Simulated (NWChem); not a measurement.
The numbers come from NWChem runs, not from measurements. System: HBN, charge 0, spin multiplicity 2, at a geometry optimised with UPBE/def2-SVP. The structure started from a generated list of species. Its SCF solution wasn't tested for a lower state. Level: UPBE0/def2-TZVP.

Part of the output:

```
             Northwest Computational Chemistry Package (NWChem) 7.3.0
             --------------------------------------------------------

                                NWChem Input Module
                                -------------------

 Scaling coordinates for geometry "geometry" by  1.889725989
 (inverse scale =  0.529177249)

 Turning off AUTOSYM since
 SYMMETRY directive was detected!

                             Geometry "geometry" -> ""
                             -------------------------

 Output coordinates in angstroms (scale by  1.889725989 to convert to a.u.)

  No.       Tag          Charge          X              Y              Z
 ---- ---------------- ---------- -------------- -------------- --------------
    1 B                    5.0000     0.00000000     0.00000000    -0.62006300
    2 N                    7.0000     0.00000000     0.00000000     0.70214800
    3 H                    1.0000     0.00000000     0.00000000    -1.81472000

 Effective nuclear repulsion energy (a.u.)      17.6942844005

            Nuclear Dipole moment (a.u.)
            ----------------------------
        X                 Y               Z
 ---------------- ---------------- ----------------
     0.0000000000     0.0000000000     0.0000018897

      Symmetry information
      --------------------

 Group name             C2v
 Group number             16
 Group order               4
 No. of unique centers     3

      Symmetry unique atoms

     1    2    3


 Summary of "ao basis" -> "" (spherical)
 ------------------------------------------------------------------------------
       Tag                 Description            Shells   Functions and Types
 ---------------- ------------------------------  ------  ---------------------
 *                         def2-tzvp                  on all atoms

                                 NWChem DFT Module
                                 -----------------

 Summary of "ao basis" -> "ao basis" (spherical)
 ------------------------------------------------------------------------------
       Tag                 Description            Shells   Functions and Types
 ---------------- ------------------------------  ------  ---------------------
 B                         def2-tzvp                11       31   5s3p2d1f
 N                         def2-tzvp                11       31   5s3p2d1f
 H                         def2-tzvp                 4        6   3s1p
[...]
    40      0.263901  2 N  px                 9      0.235036  1 B  px
    43      0.199645  2 N  px                12      0.153681  1 B  px

 Vector    8  Occ=0.000000D+00  E= 1.042824D-03  Symmetry=b2
              MO Center=  2.7D-15,  8.7D-15, -5.1D-01, r^2= 3.0D+00
   Bfn.  Coefficient  Atom+Function         Bfn.  Coefficient  Atom+Function
  ----- ------------  ---------------      ----- ------------  ---------------
    13      0.588239  1 B  py                44     -0.433611  2 N  py
    10      0.354421  1 B  py                 7      0.285339  1 B  py
    38     -0.284786  2 N  py                41     -0.211267  2 N  py
    21     -0.091493  1 B  d -1              16     -0.027690  1 B  d -1
    67      0.026759  3 H  py

 Vector    9  Occ=0.000000D+00  E= 2.826083D-02  Symmetry=b1
              MO Center= -3.0D-14, -1.5D-15, -4.2D-01, r^2= 3.3D+00
   Bfn.  Coefficient  Atom+Function         Bfn.  Coefficient  Atom+Function
  ----- ------------  ---------------      ----- ------------  ---------------
    12      0.657706  1 B  px                43     -0.506123  2 N  px
    37     -0.299021  2 N  px                 9      0.293680  1 B  px
     6      0.227607  1 B  px                40     -0.213785  2 N  px
    23      0.101692  1 B  d  1              18      0.030575  1 B  d  1
    66      0.026678  3 H  px

   alpha - beta orbital overlaps
   -----------------------------

   alpha      1      2      3      4      5      6      7      8      9     10
    beta      1      2      3      4      7      5      6      9      8     10
 overlap   1.000  1.000  0.999  0.999  0.977  0.998  0.999  0.970  0.999  0.999

   alpha     11     12     13     14     15     16     17     18     19     20
    beta     11     13     12     14     15     16     17     18     20     19
 overlap   1.000  0.994  1.000  1.000  0.996  0.961  1.000  0.958  0.975  0.999

   alpha     21     22     23     24     25     26     27     28     29     30
    beta     22     21     23     24     25     27     26     28     31     30
 overlap   0.978  0.999  0.999  0.999  0.998  1.000  1.000  0.997  0.933  1.000

   alpha     31     32     33     34     35     36     37     38     39     40
    beta     29     33     32     35     34     36     37     38     39     40
 overlap   0.935  1.000  1.000  0.998  0.999  0.996  0.999  0.999  0.997  0.987

   alpha     41     42     43     44     45     46     47     48     49     50
    beta     41     42     43     45     44     46     47     49     48     51
 overlap   0.989  0.997  0.989  0.997  1.000  0.998  0.998  0.996  1.000  0.999

   alpha     51     52     53     54     55     56     57     58     59     60
    beta     50     52     53     54     55     56     57     58     60     59
 overlap   1.000  1.000  1.000  0.999  1.000  1.000  0.999  0.998  0.996  0.999

   alpha     61     62     63     64     65     66     67     68
    beta     62     61     65     63     64     66     67     68
 overlap   1.000  1.000  1.000  0.997  1.000  1.000  1.000  1.000

     --------------------------
     Expectation value of S2:
     --------------------------
      <S2> =      0.7537 (Exact =     0.7500)

 center of mass
 --------------
 x =   0.00000000 y =   0.00000000 z =   0.08546851

 moments of inertia (a.u.)
 ------------------
          51.431431152927           0.000000000000           0.000000000000
           0.000000000000          51.431431152927           0.000000000000
           0.000000000000           0.000000000000           0.000000000000

     Multipole analysis of the density
     ---------------------------------

     L   x y z        total         alpha         beta         nuclear
     -   - - -        -----         -----         ----         -------
     0   0 0 0     -0.000000     -7.000000     -6.000000     13.000000

     1   1 0 0     -0.000000     -0.000000     -0.000000      0.000000
     1   0 1 0     -0.000000      0.000000     -0.000000      0.000000
     1   0 0 1     -1.103844     -0.941580     -0.162266      0.000002

     2   2 0 0     -7.966151     -4.978467     -2.987683      0.000000
     2   1 1 0     -0.000000     -0.000000     -0.000000      0.000000
     2   1 0 1     -0.000000     -0.000000      0.000000      0.000000
     2   0 2 0     -9.495587     -4.987534     -4.508054      0.000000
     2   0 1 1     -0.000000     -0.000000     -0.000000      0.000000
     2   0 0 2     -9.116270    -20.816502    -19.249047     30.949279

 Task  times  cpu:        1.5s     wall:        1.5s

 Total times  cpu:        1.5s     wall:        1.5s
```

Q: Write an NWChem input that would produce this output.

A: One answer among several that fit: 
```
start mol
memory heap 200 mb stack 900 mb global 1100 mb
geometry units angstroms nocenter noautoz
  B      0.000000     0.000000    -0.620063
  N      0.000000     0.000000     0.702148
  H      0.000000     0.000000    -1.814720
  symmetry group C2v
end
basis spherical
  * library def2-tzvp
end
dft
  xc pbe0
  odft
  mult 2
  semidirect memsize 60000000 filesize 0
  iterations 100
end
task dft energy
```
